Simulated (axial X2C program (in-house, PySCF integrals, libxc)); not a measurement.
## Spectroscopic constants of CuSe⁻

Computed with an in-house all-electron X2C program for linear molecules (integrals from PySCF). Spin-free means the one-electron spin-free X2C Hamiltonian; two-component (2c) means X2C with spin–orbit coupling and atomic mean-field two-electron Coulomb and Gaunt terms, so the difference of the two also holds small scalar two-electron terms. Basis: Se dyall-av2z [8s9p6d], Cu dyall-av2z [8s9p6d2f] (cores contracted in-house); Gaussian nuclei, density fitting, unrestricted open shells. Masses: Se 79.917 u, Cu 62.930 u.

Input:
```json
{"zs": [34, 29], "q": -1, "bas": ["dyall-av2z", "dyall-av2z"], "levels": ["PBE0", "HF", "B3LYP", "BHandHLYP"], "cc": false, "r0": 2.22, "npts": 10, "nst": 2, "ntry": 6}
```
```bash
python so2c.py task.json out
```

Keys: zs atomic numbers; q charge; bas basis sets; levels methods; cc coupled cluster on or off; r0 starting distance in Å; npts points on the curve; nst determinants followed; ntry starts of the search. HF also brings MP2.

State, spin-free: M_S = 0, Λ = 0 (closed shell); electrons by block: σα: 14, σβ: 14, π+α: 7, π+β: 7, π-α: 7, π-β: 7, δ+α: 2, δ+β: 2, δ-α: 2, δ-β: 2. Fragments: Se- + Cu.

State, 2c: Ω = 0 (closed shell); electrons by block: 1/2: 21, -1/2: 21, 3/2: 9, -3/2: 9, 5/2: 2, -5/2: 2. Fragments: Se- + Cu.

```
Hamiltonian      level  Re (Å)  ωe (cm⁻¹)  ωexe (cm⁻¹)  Be (cm⁻¹)  De (eV)  k (mdyn/Å)  μ (D)
  spin-free       PBE0   2.167      317.6         1.09      0.102     2.60        2.09   4.04
  spin-free         HF   2.249      283.0        0.847    0.09469    0.895        1.66   6.83
  spin-free        MP2   2.131      339.7         1.19     0.1054     2.86        2.39    n/a
  spin-free      B3LYP   2.188      304.5         1.11        0.1     2.52        1.92   3.65
  spin-free  BHandHLYP   2.191      304.0         1.03    0.09974     2.10        1.92   4.80
         2c       PBE0   2.169      315.7         1.11     0.1018     2.54        2.07   4.00
         2c         HF   2.251      281.6        0.866    0.09449    0.805        1.64   6.79
         2c        MP2   2.134      338.2         1.21     0.1052     2.77        2.37    n/a
         2c      B3LYP   2.191      302.0         1.14    0.09977     2.42        1.89   3.60
         2c  BHandHLYP   2.194      302.0         1.06    0.09949      n/a        1.89   4.75
```

Correlated methods: 18 electrons correlated (number of frozen shells: Se 3 s, 2 p, 1 d; Cu 3 s, 2 p), 170 virtual spin orbitals or spinors in MP2.

Dipoles are positive if Cu is the positive end and refer to the centre of mass.

One determinant describes the state; a PBE0 search over occupations chose it and may have missed a lower one. The closed shell is kept restricted, so the energy runs too high when the bond is stretched far. Dissociation energies refer to the lowest single-determinant-based atoms at the same level and basis. De is not given where an atomic determinant may have missed its ground term or J level, or where the truncated virtual space spoils (T). The functionals have no current-density term, which raises determinants with orbital currents, atoms included. Hartree–Fock gets electron affinities wrong, so its lowest charge split need not be the true one.

Rough cost a point (2c) on 1 thread(s) of a shared host, integrals apart: PBE0 1 s, HF 0.5 s, B3LYP 1.1 s, BHandHLYP 1 s.

The whole task took 2.5 min on 1 thread of Arm Neoverse N1, on a shared host.
